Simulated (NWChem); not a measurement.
System: MgNH₃Se; SMILES [NH2][Mg][SeH]

```xyz
6

Mg     0.0165     1.1967    -0.0023
N      0.0134     3.0827     0.0019
H     -0.0012     3.6855     0.8196
H      0.0228     3.6895    -0.8129
Se     0.0332    -1.2371     0.0006
H     -1.4409    -1.2506    -0.0130
```
Atoms are numbered in this order, from 1.

Results from NWChem. All runs use the structure optimised with PBE0/def2-SVP.

Question: Predict the results for B3LYP/pcseg-1. Quantities: highest occupied level (eV); orbital gap (eV); dipole (D).

Answer: 
| Item | Value |
|---|---|
| highest occupied level (eV) | -5.85 |
| orbital gap (eV) | 4.56 |
| dipole (D) | 1.83 |
